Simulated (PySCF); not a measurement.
**Rubidium: a sound run and one with changed settings**

Sound run: Rb⁺ [Kr], Rb²⁺ [Ar] 3d10 4s2 4p5. Computed with PySCF 2.14 in cc-pVDZ-X2C (6s5p3d, 36 functions), with the spin-free X2C one-electron Hamiltonian (Gaussian nucleus). In the sound run the correlated levels freeze [Ar] 3d10 4s2. The sound run starts from symmetry-adapted Hartree-Fock orbitals and uses a fine grid where one is needed.

Changed run: basis STO-3G, all-electron and non-relativistic. This setting is unsound on purpose.

| species | method | sound run (hartree) | changed run (hartree) | converged |
| --- | --- | --- | --- | --- |
| Rb⁺ | UHF | -2979.00309 | -2907.64744 | yes |
| Rb⁺ | TPSS | -2980.74161 | -2908.90999 | yes |
| Rb⁺ | LDA | -2976.81808 | -2905.01419 | yes |
| Rb⁺ | MP2 | -2979.01104 | -2907.65895 | yes |
| Rb⁺ | CCSD(T) | -2979.01183 | -2907.66088 | yes |
| Rb²⁺ | UHF | -2978.00122 | -2906.67963 | yes |
| Rb²⁺ | TPSS | -2979.70078 | -2907.91030 | yes |
| Rb²⁺ | LDA | -2975.76807 | -2904.00744 | yes |
| Rb²⁺ | MP2 | -2978.00518 | -2906.68506 | yes |
| Rb²⁺ | CCSD(T) | -2978.00558 | -2906.68618 | yes |

Ionisation energy of Rb⁺:

```tsv
method	sound run (eV)	changed run (eV)
UHF	27.262	26.336
TPSS	28.322	27.203
LDA	28.572	27.395
MP2	27.371	26.501
SCS-MP2	27.362	26.499
CCSD	27.380	26.521
CCSD(T)	27.381	26.523
```

A minimal basis cannot let orbitals breathe on ionisation and holds almost no correlation. The Hamiltonian changed with the basis, so the totals do not compare.

For comparison, NIST gives 27.290 eV between the lowest levels.
